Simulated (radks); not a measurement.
The numbers below are computed, except where a source is named.
Valence configurations of Pr (all share [Xe]). Level of theory: scalar-relativistic Kohn-Sham, PBE, spin-unpolarised, spherical densities, finite nucleus; Fermi nuclear charge, rms radius 4.8919 fm (a radial shooting solver on a logarithmic mesh with Libxc functionals). Energies are relative to 4f3 6s2; eigenvalues in eV.

| valence | E (eV) | e(4f) | e(5d) | e(6p) | e(6s) |
|---|---|---|---|---|---|
| 4f3 6s2 | 0.000 | -1.253 | - | - | -3.462 |
| 4f2.5 6s2 6p0.5 | 0.796 | -4.980 | - | -1.731 | -4.264 |
| 4f2 5d1 6s2 | 1.140 | -6.217 | -3.001 | - | -3.807 |
| 4f2 6s2 6p1 | 3.392 | -9.314 | - | -2.185 | -5.051 |
| 4f3 5d1 6s1 | 1.564 | -0.210 | -1.376 | - | -3.044 |
| 4f3 5d0.5 6s1.5 | 0.753 | -0.664 | -1.659 | - | -3.229 |
| 4f2 5d1 6s1 6p1 | 3.659 | -7.372 | -3.922 | -1.874 | -4.449 |

NIST lists [Xe] 4f3 6s2 as the ground configuration; this level of theory agrees among the configurations tried. The energies are those of spherical spin-averaged densities, not of single terms. No valid solution was reached for [Xe] 4f3.5 6s1 6p0.5; [Xe] 4f5; [Xe] 4f4 5d0.5 6s0.5.
